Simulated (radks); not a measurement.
Task: These are the eigenvalues of the occupied orbitals of an atom or ion with whole-number occupations (hartree). Calculated with a radial shooting solver on a logarithmic mesh with Libxc functionals: Dirac Kohn-Sham, LDA (Slater exchange, Perdew-Wang correlation), spin-unpolarised, spherical densities, finite nucleus; Fermi nuclear charge, rms radius of each element as measured or else 0.836 A^(1/3) + 0.57 fm.

| orbital | eigenvalue |
|---|---|
| 1s1/2 | -489.3334 |
| 2s1/2 | -64.45224 |
| 2p1/2 | -58.18519 |
| 2p3/2 | -56.44273 |
| 3s1/2 | -9.59370 |
| 3p1/2 | -7.41349 |
| 3p3/2 | -7.16174 |
| 3d3/2 | -3.36360 |
| 3d5/2 | -3.32353 |
| 4s1/2 | -1.54203 |
| 4p1/2 | -1.05808 |
| 4p3/2 | -1.03370 |

Which element is it, and in what charge state? The configuration may be excited. Open shells, if any, fill j = l - 1/2 first.

Result: Z = 35, bromine, charge +2: Br2+ in [Ar] 3d10 4s2 4p3. The list shows which subshells hold electrons but not how many an open one holds; the 1s level, -489.33 hartree, gives Z - s = 31.3 by -(Z - s)^2/2, which with screening and relativity narrows Z to a few neighbours, and the depths of the outer levels then fix element, charge and occupations together.
